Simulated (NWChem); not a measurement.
System: C₂H₂BrF; SMILES F/C=C\Br

Excerpt of the output:

```
             Northwest Computational Chemistry Package (NWChem) 7.3.0
             --------------------------------------------------------

                             Geometry "geometry" -> ""
                             -------------------------

 Output coordinates in angstroms (scale by  1.889725989 to convert to a.u.)

  No.       Tag          Charge          X              Y              Z
 ---- ---------------- ---------- -------------- -------------- --------------
    1 F                    9.0000    -0.79458200     2.05635200     0.00000000
    2 C                    6.0000     0.49105000     1.75755400     0.00000000
    3 C                    6.0000     0.95980300     0.51277900     0.00000000
    4 Br                  35.0000    -0.14117300    -0.99459300     0.00000000
    5 H                    1.0000     1.14857500     2.63240900     0.00000000
    6 H                    1.0000     2.03329100     0.32310300     0.00000000

 Effective nuclear repulsion energy (a.u.)     225.4209753692

                              NWChem Property Module
                              ----------------------

  itol2e modified to match energy
  convergence criterion.

                                 NWChem DFT Module
                                 -----------------

 Summary of "ao basis" -> "ao basis" (spherical)
 ------------------------------------------------------------------------------
       Tag                 Description            Shells   Functions and Types
 ---------------- ------------------------------  ------  ---------------------
 F                           6-31g*                  6       14   3s2p1d
 C                           6-31g*                  6       14   3s2p1d
 Br                          6-31g*                 12       32   5s4p3d
 H                           6-31g*                  2        2   2s

  itol2e modified to match energy
  convergence criterion.

            General Information
            -------------------
          SCF calculation type: DFT
          Wavefunction type:  closed shell.
          No. of atoms     :     6
          No. of electrons :    58
           Alpha electrons :    29
            Beta electrons :    29
          Charge           :     0
          Spin multiplicity:     1
          Use of symmetry is: off; symmetry adaption is: off
          Maximum number of iterations: 150
          AO basis - number of functions:    78
                     number of shells:    34
          Convergence on energy requested:  1.00D-07
          Convergence on density requested:  1.00D-05
          Convergence on gradient requested:  5.00D-04

              XC Information
              --------------
                         B3LYP Method XC Potential
                     Hartree-Fock (Exact) Exchange  0.200
                        Slater Exchange Functional  0.800 local
                    Becke 1988 Exchange Functional  0.720 non-local
              Lee-Yang-Parr Correlation Functional  0.810
                  VWN I RPA Correlation Functional  0.190 local

             Grid Information
             ----------------
          Grid used for XC integration:  fine
          Radial quadrature: Mura-Knowles
          Angular quadrature: Lebedev.
          Tag              B.-S. Rad. Rad. Pts. Rad. Cut. Ang. Pts.
          ---              ---------- --------- --------- ---------
          F                   0.50       70           9.0       590
          C                   0.70       70          10.0       590
          Br                  1.15      140          10.0       974
          H                   0.35       60          11.0       590
          Grid pruning is: on
          Number of quadrature shells:   470
          Spatial weights used:  Erf1

      Superposition of Atomic Density Guess
      -------------------------------------

 Sum of atomic energies:       -2747.77658393

      Non-variational initial energy
      ------------------------------

 Total energy =   -2749.264647
 1-e energy   =   -4271.494224
 2-e energy   =    1296.808601
 HOMO         =      -0.246974
 LUMO         =       0.053749

[...]

          -----------------------------------------
          Chemical Shielding Tensors (GIAO, in ppm)
          -----------------------------------------

                                NWChem CPHF Module
                                ------------------

  scftype          =     RHF
  nclosed          =       29
  nopen            =        0
  variables        =     1421
  # of vectors     =        3
  tolerance        = 0.10D-03
  level shift      = 0.00D+00
  max iterations   =       50
  max subspace     =       30

 SCF residual:    2.5973578089565160E-005

Iterative solution of linear equations
  No. of variables     1421
  No. of equations        3
  Maximum subspace       30
        Iterations       50
       Convergence  1.0D-04

   iter   nsub   residual    time
   ----  ------  --------  ---------
     1      3    5.31D-01      32.8
     2      6    3.54D-02      36.6
     3      9    1.50D-03      40.5
     4     12    7.07D-05      44.4

      Atom:    1  F
        Diamagnetic
    489.7964     -7.2493     -0.0000
     -7.2493    465.5576      0.0000
     -0.0000      0.0000    462.6352

        Paramagnetic
   -230.2397      3.1818      0.0000
      3.1818   -262.2896      0.0000
      0.0000      0.0000    -43.6928

        Total Shielding Tensor
    259.5566     -4.0675      0.0000
     -4.0675    203.2680      0.0000
      0.0000      0.0000    418.9424

           isotropic =     293.9223
          anisotropy =     187.5301

          Principal Components and Axis System
                 1           2           3
              418.9424    259.8490    202.9756

      1         0.0000      0.9974      0.0717
      2         0.0000     -0.0717      0.9974
      3         1.0000     -0.0000     -0.0000

      Atom:    2  C
        Diamagnetic
    260.8443     -4.0802     -0.0000
     -4.0802    262.9833      0.0000
     -0.0000      0.0000    234.3096

        Paramagnetic
   -287.3918    -45.2884      0.0000
    -45.2884   -201.0538     -0.0000
      0.0000     -0.0000   -135.3368

        Total Shielding Tensor
    -26.5475    -49.3686      0.0000
    -49.3686     61.9295      0.0000
      0.0000      0.0000     98.9728

           isotropic =      44.7850
          anisotropy =      81.2818

          Principal Components and Axis System
                 1           2           3
               98.9728     83.9806    -48.5985

      1         0.0000     -0.4078      0.9131
      2         0.0000      0.9131      0.4078
      3         1.0000      0.0000     -0.0000

      Atom:    3  C
        Diamagnetic
    262.7278      6.5330     -0.0000
      6.5330    272.5062      0.0000
     -0.0000      0.0000    240.8930

        Paramagnetic
   -241.4817    -20.7259      0.0000
    -20.7259   -160.7992      0.0000
      0.0000      0.0000    -97.2772

        Total Shielding Tensor
     21.2461    -14.1929      0.0000
    -14.1929    111.7071      0.0000
      0.0000      0.0000    143.6159

           isotropic =      92.1897
          anisotropy =      77.1393

          Principal Components and Axis System
                 1           2           3
              143.6159    113.8816     19.0716

      1         0.0000     -0.1514      0.9885
      2         0.0000      0.9885      0.1514
      3         1.0000     -0.0000     -0.0000

      Atom:    4  Br
        Diamagnetic
   3119.3923      6.4654      0.0000
      6.4654   3125.8598      0.0000
      0.0000      0.0000   3115.3022

        Paramagnetic
   -956.3449    455.7571      0.0000
    455.7571   -623.1359      0.0000
      0.0000      0.0000   -782.0630

        Total Shielding Tensor
   2163.0474    462.2225      0.0000
    462.2225   2502.7238      0.0000
      0.0000      0.0000   2333.2391

           isotropic =    2333.0035
          anisotropy =     738.4794

          Principal Components and Axis System
                 1           2           3
             2825.3231   2333.2391   1840.4482

      1         0.5723     -0.0000      0.8200
      2         0.8200     -0.0000     -0.5723
      3         0.0000      1.0000      0.0000

      Atom:    5  H
        Diamagnetic
     30.8733      8.7059     -0.0000
      8.7059     35.8042      0.0000
     -0.0000      0.0000     19.9297

        Paramagnetic
     -5.8012     -9.0940      0.0000
     -9.0940     -7.7637     -0.0000
      0.0000     -0.0000      2.5997

        Total Shielding Tensor
     25.0721     -0.3881      0.0000
     -0.3881     28.0405     -0.0000
      0.0000     -0.0000     22.5294

           isotropic =      25.2140
          anisotropy =       4.3146

          Principal Components and Axis System
                 1           2           3
               28.0904     25.0222     22.5294

      1        -0.1275      0.9918     -0.0000
      2         0.9918      0.1275      0.0000
      3        -0.0000      0.0000      1.0000

      Atom:    6  H
        Diamagnetic
     43.1990     -0.4676      0.0000
     -0.4676     25.8882     -0.0000
      0.0000     -0.0000     19.6870

        Paramagnetic
    -12.2705      3.2019     -0.0000
      3.2019      2.2799     -0.0000
     -0.0000     -0.0000      2.6543

        Total Shielding Tensor
     30.9285      2.7343      0.0000
      2.7343     28.1682     -0.0000
      0.0000     -0.0000     22.3414

           isotropic =      27.1460
          anisotropy =       8.1978

          Principal Components and Axis System
                 1           2           3
               32.6112     26.4854     22.3414

      1         0.8516     -0.5241     -0.0000
      2         0.5241      0.8516      0.0000
      3         0.0000     -0.0000      1.0000
```

Level: B3LYP/6-31G* (spherical d), GIAO. Coordinates come from a PBE0/def2-SVP optimisation. NWChem prints the field gradient with the sign opposite to the second derivative of the potential. The printed shielding anisotropy is the first printed principal value minus the mean of the other two.

Q: Reconstruct the input file.

A: Several could match; the one computed here: the input that was run:
```
start job
memory heap 200 mb stack 900 mb global 1100 mb
geometry units angstroms noautosym nocenter noautoz
  F     -0.794582     2.056352     0.000000
  C      0.491050     1.757554     0.000000
  C      0.959803     0.512779     0.000000
  Br    -0.141173    -0.994593     0.000000
  H      1.148575     2.632409     0.000000
  H      2.033291     0.323103     0.000000
end
basis spherical
  F library 6-31g*
  C library 6-31g*
  Br library 6-31g*
  H library 6-31g*
end
dft
  xc b3lyp
  iterations 150
end
property
  shielding
  efieldgrad
end
task dft property
```
